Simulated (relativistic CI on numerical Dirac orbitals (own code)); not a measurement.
# Charge states of krypton

Computed by Dirac-Coulomb-Breit CI, orbitals from a KLI potential per configuration, model QED (radiative potential, 1s self-energy scaled to tabulated hydrogen-like ionisation energies), valence Slater integrals scaled by 0.9 (own radial code, finite nucleus).

Each species is treated in one configuration, given outside its closed core. Radial values are for the open shell of highest l, unscaled and averaged over j; ζ includes the Breit term. Labels give the leading LS character, summed over repeated terms.

```tsv
Ion	Configuration	Its lowest level	LS weight (%)	⟨r⟩ (bohr)	⟨r²⟩ (bohr²)	Next level	E (cm⁻¹)	ζ (cm⁻¹)
Kr24+	3s²	¹S0	100					
Kr25+	3s	²S1/2	100	0.4422	0.2222			
Kr26+	2s²2p⁶	¹S0	100					
Kr27+	2s²2p⁵	²P°3/2	100	0.1542	0.02885	²P°1/2	446310	296900
Kr28+	2s²2p⁴	³P2	78	0.1522	0.02809	³P0	163750	305700
Kr29+	2s²2p³	J = 3/2 (mixed)	46	0.1503	0.02736	²D°3/2	380550	314800
Kr30+	2s²2p²	?	?	?	?	?	?	?
Kr31+	2s²2p	²P°1/2	100	0.1468	0.02602	²P°3/2	501340	333500
Kr32+	2s²	¹S0	100					
Kr33+	2s	²S1/2	100	0.1684	0.03321			
Kr34+	1s²	¹S0	100
```

Fill in the row of Kr30+.

Its lowest level ³P0; LS weight (%) 80; ⟨r⟩ (bohr) 0.1485; ⟨r²⟩ (bohr²) 0.02667; Next level ³P1; E (cm⁻¹) 395550; ζ (cm⁻¹) 324000.
